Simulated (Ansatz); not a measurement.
The cluster Ag₂Br. Charge 0, multiplicity 4. Geometry r2SCAN-D4/def2-TZVP; atoms count from 1.

Cartesian coordinates in Å:
```
Ag 0.719 -0.459 -0.918
Ag -0.009 2.155 0.069
Br -0.710 -1.696 0.848
```

In the def2 sets Ag takes a core potential; there is no spin–orbit coupling. At PBE0-D4/def2-TZVP a doublet of charge 0 lies 3.40 eV below the quartet, each at its own geometry. The structure comes from a short search, and lower isomers may exist.

**Question.** Estimate the Mulliken populations from the PBE0/def2-TZVP orbitals of Ansatz.

**Answer.** 
```json
{"atom": "Ag1", "charge (e)": "0.02", "spin (α − β)": "1.15", "d electrons": "9.76"}
{"atom": "Ag2", "charge (e)": "-0.01", "spin (α − β)": "0.99", "d electrons": "9.96"}
{"atom": "Br3", "charge (e)": "0.00", "spin (α − β)": "0.86", "d electrons": "–"}
```
Mulliken values and Mayer orders depend strongly on the basis.

**Question.** Where does the spin sit?

**Answer.** Summed by element: Ag 2.14, Br 0.86, of 3 unpaired in all. Largest on single atoms: Ag1 1.15, Ag2 0.99, Br3 0.86.

**Question.** And the Mayer bond orders between bonded heavy atoms (over 0.3)?

**Answer.** Ag1–Ag2 0.39 (2.89 Å); Ag1–Br3 0.62 (2.59 Å).
